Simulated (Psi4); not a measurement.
Here is a job for Psi4.
```
memory 2 GB

molecule {
-1 2
  Br   -0.00000000   -0.00000000   -1.52077587
  Br    0.00000000    0.00000000    1.52077587
}

set basis 6-31g*
set reference uks
set scf_type pk
set puream true
set d_convergence 1e-8
set dft_radial_points 99
set dft_spherical_points 590

energy('wb97m-v')
print_variables()
```

**Question.** Give the <S^2> at the level WB97M-V/6-31G* (Psi4).

**Answer.** 0.754

**Question.** What number of basis functions does WB97M-V/6-31G* give?

**Answer.** 64

**Question.** What is the computed total energy (WB97M-V/6-31G*)?

**Answer.** -5147.4875 Eh

**Question.** What is the computed nuclear repulsion energy (WB97M-V/6-31G*)?

**Answer.** 213.1287 Eh

A gas-phase anion may not be bound at this level; its values then depend on the basis.

These values belong to the state on which the SCF converged, which isn't shown to be the lowest.
